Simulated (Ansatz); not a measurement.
lutetium atom (Lu), doublet (core potentials on Lu). Base run: BLYP/def2-SV(P) in Ansatz (an electronic-structure program).

Ansatz was given this input:
Ansatz 0.2 input:
```yaml
crystal:
  periodic: [false, false, false]
  atoms:
    - {symbol: Lu, position_ang: [0.00000000, 0.00000000, 0.00000000]}
basis:
  gaussian:
    orbitals: def2-SV_P_.json
hamiltonian:
  xc: blyp
magnetization: {spin_polarized: true, initial_magnetization: 1}
```
The basis file holds def2-SV(P) in the JSON format of the Basis Set Exchange.

Each row names what was changed in the base input (with any setting that the change needs).

| change | ΔE vs base (mEh) |
|---|---|
| base | 0.000 |
| final_grid = 10, 20, 41 | 0.000 |
| point_charge = charge:0.5 position_ang:-2.1741, 1.5135, -1.4081 | -22.536 |
| point_charge = charge:-1.0 position_ang:-2.852, 0.0767, -0.9276 | -48.972 |
| nuclear_model = gaussian | 0.000 |
| point_charge = charge:1.0 position_ang:2.4156, 0.5947, -1.6766 | -74.577 |
| fitting.mean_field = def2-universal-JKFIT | -0.033 |
| lower_state_search = light | 0.000 |
| final_grid = 14, 28, 59 | 0.000 |
| final_grid = 6, 12, 29 | 0.000 |
| final_grid = 4, 8, 17 | -0.005 |
